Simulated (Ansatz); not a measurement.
A nudged elastic band was laid between two geometries of ClH4NSi + H2S (10 atoms, charge 0, multiplicity 1).

Method: RHF/6-31G* in Ansatz.

```json
{
  "movable images": "5",
  "climbing image": "yes",
  "spring": "5.0 eV/Å²",
  "optimiser": "quadratic models (default)",
  "start path": "through a guess of the saddle point",
  "force threshold": "0.05 eV/Å",
  "iteration limit": "60",
  "end points": "relaxed"
}
```

First end point:

```xyz
10
Properties=species:S:1:pos:R:3
Si -0.150 0.765 0.123
N -0.544 0.258 1.697
H -0.584 -0.714 1.925
H -0.304 0.813 2.492
Cl 1.851 0.466 -0.406
H -0.372 2.209 0.012
H -0.917 -0.014 -0.852
S 0.814 -3.508 1.404
H 1.711 -3.432 2.378
H 1.597 -2.938 0.498
```

Last end point:

```xyz
10
Properties=species:S:1:pos:R:3
Si 0.768 -0.329 0.010
N -0.731 -0.317 2.226
H -1.394 -1.070 2.246
H -1.250 0.542 2.264
Cl 1.926 -0.273 -1.746
H 1.247 0.831 0.756
H -0.598 -0.217 -0.493
S 1.228 -2.221 0.921
H 2.092 -2.665 0.018
H -0.186 -0.377 3.067
```

What changes between the two ends?

Bonds broken: Si1–N2, S8–H10. Bonds formed: Si1–S8, N2–H10. ClH4NSi + H2S becomes ClH3SSi + H3N.

What energy profile does the band end with?

The forces met the threshold. The highest image is number 3 of 0 to 6, 39.3 kcal/mol above the first end and 40.7 kcal/mol above the last; the last end lies 1.4 kcal/mol below the first. Neighbouring images differ by up to 1.6 eV, so the band resolves the path poorly. A vibrational analysis at the climbing image gives one clearly imaginary mode, 169i cm⁻¹: a first-order saddle point. The orbitals stay closed-shell, which can raise the energy where a bond breaks towards radicals; this wasn't checked here.

```csv
image,path coordinate (Å),energy (kcal/mol),Si1–N2 (Å),S8–H10 (Å),Si1–S8 (Å)
0,0.00,0.0,1.70,1.33,4.56
1,2.08,1.0,1.70,1.32,4.07
2,4.17,3.1,1.71,1.33,4.47
3,6.25,39.3,1.88,2.16,3.02
4,8.38,13.5,2.81,2.85,2.17
5,10.51,1.1,3.09,3.13,2.14
6,12.64,-1.4,2.67,3.16,2.15
```

What is the geometry of the highest image?


```xyz
10
Properties=species:S:1:pos:R:3
Si 0.228 0.029 0.083
N -0.073 -0.237 1.923
H -1.053 -0.248 2.167
H 0.382 0.465 2.488
Cl 2.105 0.767 -0.196
H -0.621 1.231 -0.042
H -0.342 -0.985 -0.781
S 1.534 -2.556 0.955
H 0.579 -3.400 0.562
H 0.364 -1.162 2.110
```

Time of the run: 4.6 min on 1 thread of Arm Neoverse V2, with other jobs on the host, peak memory 0.17 GiB.
